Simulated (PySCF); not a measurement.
C2H9NOSi2, SMILES [SiH3]/N=C\CO[SiH3].

Geometry optimised at r2SCAN-D4/def2-SVP. The structure was generated by enumeration; whether it is a known compound was not checked. The values are those of a single conformer.

Two levels are set side by side: TDA-PBE/def2-SVPD (PySCF) and TDA-LC-ωPBE/def2-SVPD (PySCF). Vertical, same geometry. The lowest singlet is HOMO→LUMO 100 % with PBE and HOMO→LUMO 90 % with the other functional; states are paired by order. Differences are taken from unrounded values.

```json
[
 {"quantity": "lowest singlet excitation (eV)", "TDA-PBE": "3.67"},
 {"quantity": "lowest triplet excitation (TDA) (eV)", "TDA-PBE": "3.16"}
]
```

These are the TDA-PBE values. What does TDA-LC-ωPBE give? (Estimate from the structure and the level; the computed values follow.)


```csv
quantity,TDA-LC-ωPBE,TDA-PBE minus TDA-LC-ωPBE
lowest singlet excitation (eV),4.08,-0.40
lowest triplet excitation (TDA) (eV),3.44,-0.28
```

Functionals without exact exchange tend to place singlet excitations lower, as here. Differences between two approximate levels are no errors against the true value.

Rough cost on one machine, each run with all the roots and properties that it gave: TDA-LC-ωPBE against TDA-PBE about 4 times.
